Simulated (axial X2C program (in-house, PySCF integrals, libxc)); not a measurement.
Results of a calculation; reference values are marked as such.
SbP⁺: input and output of an EOM-IP-CCSD run

Program: an axial X2C code built on PySCF integrals.

Input and command:
```json
{"zs": [51, 15], "q": 1, "bas": ["dyall-cv3z", "dyall-v3z"], "r0": 2.35, "eom": "ip", "rq": 0, "thr": -2.0, "nmax": 95, "grid": [1, 0.96, 1.045, 0.92, 1.09, 1.15]}
```
```bash
python soeom.py task.json out
```

Keys: zs atomic numbers; q charge; bas basis sets; r0 starting distance in Å; eom kind of EOM run; rq charge at which the geometry is sought; thr threshold in hartree for freezing inner shells (an s shell follows its p shell); nmax most natural virtual spinors; grid distances as factors.

Output at R = 2.192 Å (near the PBE0 minimum at charge 0 of the determinant lowest at the starting distance; the state shown can have its own minimum elsewhere), reference SbP:

```
two-component X2C + atomic mean field  HF
basis functions 170  fitting functions 942  grid points 5079
iter        total energy     max residual
   1      -6816.782053031     4.17e-01
   2      -6816.807606580     5.77e-03
   3      -6816.808394714     1.60e-03
   4      -6816.808517966     1.12e-03
   5      -6816.808572275     7.33e-04
   6      -6816.808606892     5.55e-04
   7      -6816.808636413     4.42e-04
   8      -6816.808691290     3.47e-04
   9      -6816.808743227     8.40e-05
  10      -6816.808746158     3.42e-05
  11      -6816.808746417     1.54e-05
  12      -6816.808746490     7.74e-06
  13      -6816.808746506     3.00e-06
  14      -6816.808746509     1.10e-06
  15      -6816.808746509     3.61e-07
converged
one-electron -9732.99761030  Coulomb 2927.28584877  exact exchange -191.95499023  xc functional 0.00000000  nuclear repulsion 184.68091531  atomic mean-field constant -3.82291007
correlated 20  virtual 228  natural virtual 82  E(MP2) -0.748870524  MP2 remainder -0.096808202
iter   CCSD correlation   residual
   1     -0.595538643   2.15e-01
   2     -0.614721810   9.47e-02
   3     -0.619775403   3.64e-02
   4     -0.619652229   1.49e-02
   5     -0.619678580   7.05e-03
   6     -0.619826150   2.76e-03
   7     -0.619804035   1.38e-03
   8     -0.619824888   5.35e-04
   9     -0.619820148   1.88e-04
  10     -0.619820618   5.26e-05
  11     -0.619820311   1.85e-05
  12     -0.619820520   8.19e-06
  13     -0.619820423   4.20e-06
  14     -0.619820463   2.38e-06
  15     -0.619820467   1.13e-06
(T) -0.023507179  T1 0.0289  D1 0.0684  max T2 0.115
EOM-IP-CCSD roots
2*Omega      energy/Eh   energy/eV  one-particle weight
    1       0.35028567      9.5318      0.957
    1       0.36249932      9.8641      0.950
    1       0.51184520     13.9280      0.019
    1       0.51743235     14.0801      0.025
    3       0.34544111      9.3999      0.956
    3       0.51613363     14.0447      0.000
    3       0.52427594     14.2663      0.000
    5       0.53067340     14.4404      0.000
```
T1 in the output is the amplitude norm over the root of the electron number; divide by √2 for the Lee–Taylor value.

Reference electrons by ω block (each with its −ω partner): 1/2: 22, 3/2: 9, 5/2: 2. Root energies count from the CCSD energy of the reference. The reference need not be the lowest state of its species. All roots sought are printed; those with a small one-particle weight need a further excitation, are placed far too high, and may in truth lie low or lowest. Inner shells are frozen, and levels at this size can be off by some tenths of an eV.
